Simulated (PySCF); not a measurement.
C6H8, SMILES C1(C=C=C)CC1.

Coordinates come from a PBE0-D3(BJ)/def2-SVP optimisation. Other conformers were not sampled.

These are HF/def2-TZVP (PySCF) values and carry that method's errors.

Symmetry labels are those of the subgroup Cs that the program uses (full group Cs).

Computed valence orbital energies around the gap with their symmetry:
```json
[
 {"orbital": "HOMO−7", "symmetry": "A'", "energy (eV)": "-16.44"},
 {"orbital": "HOMO−6", "symmetry": "A\"", "energy (eV)": "-16.27"},
 {"orbital": "HOMO−5", "symmetry": "A'", "energy (eV)": "-14.28"},
 {"orbital": "HOMO−4", "symmetry": "A\"", "energy (eV)": "-14.05"},
 {"orbital": "HOMO−3", "symmetry": "A\"", "energy (eV)": "-12.63"},
 {"orbital": "HOMO−2", "symmetry": "A'", "energy (eV)": "-11.81"},
 {"orbital": "HOMO−1", "symmetry": "A'", "energy (eV)": "-10.08"},
 {"orbital": "HOMO", "symmetry": "A\"", "energy (eV)": "-9.21"},
 {"orbital": "LUMO", "symmetry": "A'", "energy (eV)": "3.92"},
 {"orbital": "LUMO+1", "symmetry": "A\"", "energy (eV)": "4.22"},
 {"orbital": "LUMO+2", "symmetry": "A'", "energy (eV)": "4.36"},
 {"orbital": "LUMO+3", "symmetry": "A'", "energy (eV)": "4.63"}
]
```
